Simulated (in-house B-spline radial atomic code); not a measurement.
Values are calculated unless marked as measured or tabulated.
## C6 from the polarisability at imaginary frequency: Ba²⁺

TDHF linear response of the closed shell [Kr] 4d10 5s2 5p6, from a B-spline radial code for spherical atoms; scalar-relativistic (spin-free one-electron X2C), finite nucleus, no spin-orbit coupling; shells from n = 3 respond.

The dispersion coefficient of two like species is C6 = (3/π) ∫ α(iu)² du from 0 to ∞.

```tsv
u (hartree)	α(iu) (bohr³)
0	10.57
0.156	10.23
0.364	8.988
0.624	7.043
1.04	4.591
1.56	2.879
2.34	1.694
3.64	0.9193
5.2	0.5473
7.79	0.2932
13	0.1275
26	0.04065
```

Problem. Fit one oscillator, α(iu) = α(0)/(1 + u²/ω²), through u = 0.364 and estimate C6.

Solution. From α(0)/α(iu) − 1 = 10.57/8.988 − 1 = 0.1760, ω = u/√0.1760 = 0.8676 hartree (23.6 eV). London's formula gives C6 = (3/4) α(0)² ω = 0.75 × 10.57² × 0.8676 = 72.7 hartree·bohr⁶, and the oscillator holds f = α(0) ω² = 7.96 electrons, of a sum of oscillator strengths of 47.6.

Problem. How does that compare with the full integral?

Solution. The program's quadrature over all excitations gives C6 = 77.91, so the single oscillator is off by -6.7 %. At the last point the fit gives α = 0.0118 against 0.0407: higher excitations, and deeper shells where there are any, keep the true curve higher at large u.
